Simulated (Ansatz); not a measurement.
(NaBr)2 ring (Na₂Br₂). The state is a triplet with charge 0. Geometry PBE-D4/def2-SVP, that of the neutral singlet.

```xyz
4

Na    0.186    0.687    1.481
Br   -1.716   -1.059    0.707
Na   -0.187   -0.686   -1.482
Br    1.717    1.057   -0.706
```

At PBE-D4/def2-TZVP, r2SCAN-D4/def2-TZVP the gap within one spin of the charge 0 triplet nearly closes, so an electron or hole may be smeared out by delocalisation error. At PBE0-D4/def2-TZVP a singlet of charge 0 lies 5.05 eV below the triplet at the same geometry.

(1) Estimate the α-spin orbital energies around the gap (eV) in Ansatz with PBE-D4/def2-TZVP, r2SCAN-D4/def2-TZVP, PBE0-D4/def2-TZVP.

Results:

(1) 
```
orbital  PBE-D4/def2-TZVP  r2SCAN-D4/def2-TZVP  PBE0-D4/def2-TZVP
 HOMO−5             -8.38                -8.81              -9.80
 HOMO−4             -8.28                -8.78              -9.70
 HOMO−3             -8.07                -8.46              -9.43
 HOMO−2             -7.94                -8.34              -9.29
 HOMO−1             -7.83                -8.25              -9.19
   HOMO             -2.50                -2.47              -2.81
   LUMO             -1.99                -1.98              -1.63
 LUMO+1             -0.99                -0.95              -0.58
 LUMO+2             -0.51                -0.42              -0.05
 LUMO+3             -0.50                -0.25              -0.04
 LUMO+4             -0.39                -0.17               0.11
 LUMO+5              0.31                 0.47               0.74
 β HOMO             -7.57                -7.77              -8.01
 β LUMO             -7.45                -7.65              -7.04
```
